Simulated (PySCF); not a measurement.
C3H8Mg. Atoms are numbered in the order given.

```xyz
12

Mg    -0.0438     0.4323     0.5393
C     -1.1096     1.7888     1.7415
H     -1.8117     1.2762     2.4235
H     -1.7080     2.4963     1.1397
H     -0.4372     2.3966     2.3735
C      1.0257    -0.9355    -0.6737
C      0.2540    -1.5340    -1.8635
H      1.3997    -1.7530    -0.0273
H      1.9400    -0.4314    -1.0424
H     -0.0967    -0.7566    -2.5651
H     -0.6431    -2.0907    -1.5398
H      0.8616    -2.2410    -2.4596
```

Geometry optimised at B3LYP-D3(BJ)/def2-SVP. The structure was generated by enumeration; whether it is a known compound was not checked. The values are those of a single conformer.

Method: IEF-PCM-B3LYP/def2-SVP in PySCF.

The values are the electrostatic part of the solvation free energy, E(continuum) − E(gas) at the gas-phase geometry, in a cavity of scaled van der Waals radii (PySCF's table); cavitation and dispersion terms are not included. A continuum can't describe solvent molecules that bind to the metal. In vacuum the orbital gap is 5.29 eV. The dipole moment in vacuum is 0.16 D.

Computed values in water (ε = 78.36), 1-octanol (ε = 9.86), cyclohexanone (ε = 15.62):
```tsv
solvent	ε	ΔG(elec) (kcal/mol)	dipole (D)	gap (eV)
water	78.36	-6.2	0.19	5.52
1-octanol	9.86	-5.3	0.19	5.48
cyclohexanone	15.62	-5.7	0.19	5.50
```
